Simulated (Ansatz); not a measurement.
Mulliken charges of C2H4FGaO (`F[CH]1O[CH2][GaH]1`) from B3LYP/def2-TZVPP in Ansatz (PBE0-D4/def2-TZVP geometry).

```tsv
atom	x (Å)	y (Å)	z (Å)	charge (e)
F1	1.734	-0.214	1.149	-0.255
C2	0.998	0.598	0.274	0.112
O3	0.736	-0.084	-0.905	-0.272
C4	-0.536	-0.753	-0.775	-0.174
Ga5	-0.963	0.464	0.766	0.258
H6	1.628	1.464	0.064	0.114
H7	-0.402	-1.813	-0.538	0.110
H8	-1.086	-0.668	-1.714	0.111
H9	-2.110	1.006	1.679	-0.004
```

Q: By hand: the dipole of these point charges (1 e Å = 4.8032 D).

A: Σ q r = (-0.657, 0.284, 0.067) e Å, of length 0.719 e Å = 3.45 D.

Q: How does the dipole of the full density compare? (Best estimate.)

A: The calculation gave: (-0.538, 0.182, 0.049) e Å, 2.74 D; the point charges give 1.26 times that, at 5° from its direction.

Point charges leave out the atoms' own dipoles, such as those of lone pairs, and Mulliken's split depends on the basis, so the two needn't agree.

B3LYP here is the variant with VWN-RPA as its local correlation; programs differ in this.
